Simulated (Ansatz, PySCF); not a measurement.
The pair A = CH4 (SMILES C) (first 5 atoms), B = CH2O (SMILES C=O); geometry from B3LYP-D3(BJ)/def2-TZVP.
(charge 0, multiplicity 1):
```xyz
9

C      0.1363     0.1478    -0.1939
H     -0.8637     0.5548    -0.0458
H      0.8224     0.5857     0.5295
H      0.1151    -0.9338    -0.0669
H      0.4731     0.3853    -1.2019
C     -0.7113    -0.2228     3.0836
O      0.2603    -0.1274     3.7795
H     -1.0303    -1.1891     2.6478
H     -1.3453     0.6506     2.8364
```

Frozen-core correlation. CBS(a, b) extrapolates the correlation energy as X⁻³ and adds the Hartree–Fock energy of set b. MP2 and its Hartree–Fock in aug-cc-pVTZ are density fitted.

The values were computed with Ansatz (Gaussian orbitals); PySCF for the dispersion terms. Values without a source in brackets are computed.

The monomers are drawn apart, rigid, along the line of their centres of mass. Counterpoise-corrected interaction energies (kcal/mol):

```
level                                                     R = 5.021 Å  R = 6.383 Å
--------------------------------------------------------  -----------  -----------
PBE-D3(BJ)/def2-TZVPPD                                        -0.2905      -0.0596
wB97M-V/def2-TZVPPD                                           -0.2224      -0.0529
MP2/CBS(aug-cc-pVDZ, aug-cc-pVTZ) + ΔCCSD(T)/aug-cc-pVDZ      -0.2103      -0.0509
```

Q: R is the distance of the centres of mass. Find the local exponent m of E ∝ R⁻ᵐ between the two points.

A: 
m = ln(E₁/E₂)/ln(R₂/R₁): PBE-D3(BJ)/def2-TZVPPD 6.6; wB97M-V/def2-TZVPPD 6.0; MP2/CBS(aug-cc-pVDZ, aug-cc-pVTZ) + ΔCCSD(T)/aug-cc-pVDZ 5.9. For scale, two fixed dipoles give m = 3, dipole and quadrupole 4, quadrupoles 5, and dispersion or dipole-induced dipole 6 at long range; at these distances several terms mix, and what is left of overlap and damping shifts m, so it need not match one of them.

Ansatz is an electronic-structure program.
